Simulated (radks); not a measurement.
Results of a calculation; reference values are marked as such.
All-electron atom: W40+ in [Ar] 3d10 4s2 4p4 (the NIST ground configuration). Code: a radial shooting solver on a logarithmic mesh with Libxc functionals. Model: scalar-relativistic Kohn-Sham, PBE, spin-polarised, spherical densities, point nucleus; open shells are filled with parallel spins first (spin-orbit coupling, left out, can overturn this in heavy ions). Some entries of the table are withheld. Estimate them.

| orbital | occ. | eigenvalue (eV) | <1/r> (bohr^-1) |
|---|---|---|---|
| 1s up | 1 | -71343.69 | 87.12 |
| 1s down | 1 | -71341.72 | 87.12 |
| 2s up | 1 | -13829.59 | 20.39 |
| 2s down | 1 | -13828.53 | 20.39 |
| 2p up | 3 | -12326.63 | 18.47 |
| 2p down | 3 | -12324.95 | 18.47 |
| 3s up | 1 | -4525.710 | 7.656 |
| 3s down | 1 | -4524.002 | 7.656 |
| 3p up | 3 | -4079.105 | 7.081 |
| 3p down | 3 | -4077.153 | 7.082 |
| 3d up | 5 | -3580.274 | 6.692 |
| 3d down | 5 | -3578.430 | 6.693 |
| 4s up | 1 | -2115.301 | 3.690 |
| 4s down | 1 | -2106.302 | 3.692 |
| 4p up | 3 | -1948.065 | 3.458 |
| 4p down | 1 | -1939.127 | 3.458 |
| 4d up | 0 | (1) | 3.252 |
| 4d down | 0 | (2) | 3.254 |
| 5s up | 0 | -1221.248 | (3) |
| 5s down | 0 | -1217.591 | (4) |

Answer. 
(1) 4d up eigenvalue (eV): -1752.754
(2) 4d down eigenvalue (eV): -1744.333
(3) 5s up <1/r> (bohr^-1): 2.159
(4) 5s down <1/r> (bohr^-1): 2.157
